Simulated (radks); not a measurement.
Ionisation of neutral hafnium, [Xe] 4f14 5d2 6s2, to [Xe] 4f14 5d1 6s2 as the strength of local exchange is varied. Method: scalar-relativistic Kohn-Sham, Slater X-alpha exchange (alpha = 2/3 is LDA exchange), no correlation, spin-unpolarised, spherical densities, finite nucleus; Fermi nuclear charge, rms radius 5.347 fm; computed with a radial shooting solver on a logarithmic mesh with Libxc functionals.

[
 {"alpha": "0.565", "E(Hf) (hartree)": "-15015.2454", "exchange (hartree)": "-245.8720", "IE (eV)": "4.677", "-e of the level emptied (eV)": "1.200 (5d)", "<r> of it (bohr)": "2.745"},
 {"alpha": "0.588", "E(Hf) (hartree)": "-15025.3048", "exchange (hartree)": "-256.0709", "IE (eV)": "4.877", "-e of the level emptied (eV)": "1.343 (5d)", "<r> of it (bohr)": "2.702"},
 {"alpha": "0.666", "E(Hf) (hartree)": "-15059.4745", "exchange (hartree)": "-290.7678", "IE (eV)": "5.585", "-e of the level emptied (eV)": "1.870 (5d)", "<r> of it (bohr)": "2.575"},
 {"alpha": "0.667", "E(Hf) (hartree)": "-15059.9132", "exchange (hartree)": "-291.2137", "IE (eV)": "5.595", "-e of the level emptied (eV)": "1.877 (5d)", "<r> of it (bohr)": "2.573"},
 {"alpha": "0.821", "E(Hf) (hartree)": "-15127.6299", "exchange (hartree)": "-360.2162", "IE (eV)": "7.127", "-e of the level emptied (eV)": "3.084 (5d)", "<r> of it (bohr)": "2.376"}
]

NIST Atomic Spectra Database: 6.825 eV (measured). The Delta-SCF value meets it near alpha = 0.79. Spin polarisation and multiplet splitting are left out, so open shells lie too high by an amount that depends on their filling. Spin-orbit splitting is averaged out at the scalar-relativistic level.

Beside tabulated values, note that spin-unpolarised runs miss the spin-polarisation part of the exchange energy of open shells.
